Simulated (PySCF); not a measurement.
# What PySCF settings do for MgGe

Base input, run as `python input.py` with PySCF 2.14:

```python
from pyscf import gto, dft

mol = gto.M(
    atom='Mg 0 0 0; Ge 0 0 2.641',
    basis='def2-svpd',
    charge=0,
    spin=2,
    symmetry=True,
    verbose=4,
)
mf = dft.UKS(mol, xc='wb97')
mf.kernel()
g = mf.nuc_grad_method()
g.grid_response = True
g.kernel()
mf.dip_moment()
print('orbital energies (hartree):', [e[max(0, n-3):n+3].round(4) for e, n in zip(mf.mo_energy, mol.nelec)])
```

Base result: E(SCF) = -2276.805992 Eh, 13 cycles, ⟨S²⟩ = 2.075, μz(SCF) = -3.43 D, gradient on the second atom 0.0017 Eh/bohr. The bond length is a typed value, not an optimised one. No search for the lowest solution was made.

Wall time 10 s on one thread of a shared host.

Each row names what differs from the base; energies in brackets are changes from the base.

| change | result |
| --- | --- |
| geometry: bond 2.641 → bond 2.113 | E(SCF) = -2276.772160 Eh (+0.9206 eV), 13 cycles, ⟨S²⟩ = 2.072, μz(SCF) = -3.51 D, gradient on the second atom -0.0995 Eh/bohr |
| functional: wb97 → 0.5*hf+0.5*b88,lyp | E(SCF) = -2276.670411 Eh, 13 cycles, ⟨S²⟩ = 2.146, μz(SCF) = -3.34 D, gradient on the second atom 0.0011 Eh/bohr |
| geometry: bond 2.641 → bond 2.324 | E(SCF) = -2276.797857 Eh (+0.2214 eV), 14 cycles, ⟨S²⟩ = 2.082, μz(SCF) = -3.55 D, gradient on the second atom -0.0366 Eh/bohr |
| functional: wb97 → pw91 | E(SCF) = -2276.826503 Eh, 12 cycles, ⟨S²⟩ = 2.067, μz(SCF) = -3.05 D, gradient on the second atom 0.0038 Eh/bohr |
| cycle limit: 50 → 5 | not converged: SCF after 5 cycles |
| basis set: def2-svpd → 6-31g* | E(SCF) = -2276.844756 Eh (-1.0548 eV), 13 cycles, ⟨S²⟩ = 2.077, μz(SCF) = -3.51 D, gradient on the second atom 0.0026 Eh/bohr |
| geometry: bond 2.641 → bond 0.5 [unsound on purpose] | not converged: SCF after 50 cycles |
| spin (2S): 2 → 3 [unsound on purpose] | stops with RuntimeError (Electron number 44 and spin 3 are not consistent) |
| geometry: bond 2.641 → bond 2.562 | E(SCF) = -2276.805855 Eh (+0.0037 eV), 14 cycles, ⟨S²⟩ = 2.081, μz(SCF) = -3.47 D, gradient on the second atom -0.0038 Eh/bohr |
| geometry: bond 2.641 → bond 2.826 | E(SCF) = -2276.803988 Eh (+0.0545 eV), 14 cycles, ⟨S²⟩ = 2.051, μz(SCF) = -3.27 D, gradient on the second atom 0.0086 Eh/bohr |
| convergence threshold: default → 1e-11 | not converged: SCF after 50 cycles |
| initial guess: minao → 1e [may be another electronic state] | not converged: SCF after 50 cycles |
| point-group symmetry: on → off | E(SCF) = -2276.805992 Eh (+0.0000 eV), 13 cycles, ⟨S²⟩ = 2.075, μz(SCF) = -3.43 D, gradient on the second atom 0.0017 Eh/bohr |
| functional: wb97 → lda,vwn | E(SCF) = -2272.601214 Eh, 12 cycles, ⟨S²⟩ = 2.037, μz(SCF) = -3.15 D, gradient on the second atom 0.0080 Eh/bohr |
| functional: wb97 → pw6b95 | E(SCF) = -2277.890059 Eh, 11 cycles, ⟨S²⟩ = 2.070, μz(SCF) = -3.19 D, gradient on the second atom 0.0034 Eh/bohr |
| geometry: bond 2.641 → bond 7.923 | E(SCF) = -2276.778843 Eh (+0.7387 eV), ⟨S²⟩ = 2.003, μz(SCF) = -0.04 D, gradient on the second atom 0.0000 Eh/bohr |
| density fitting: none → weigend | E(SCF) = -2276.806049 Eh (-0.0016 eV), 13 cycles, ⟨S²⟩ = 2.075, μz(SCF) = -3.44 D, gradient on the second atom 0.0017 Eh/bohr |

Task: Order these changes by how far they move the SCF energy from the base, largest first: (1) geometry: bond 2.641 → bond 2.113; (2) geometry: bond 2.641 → bond 2.324; (3) geometry: bond 2.641 → bond 2.826; (4) geometry: bond 2.641 → bond 7.923.

Result: (1) +0.9206 eV, (4) +0.7387 eV, (2) +0.2214 eV, (3) +0.0545 eV.
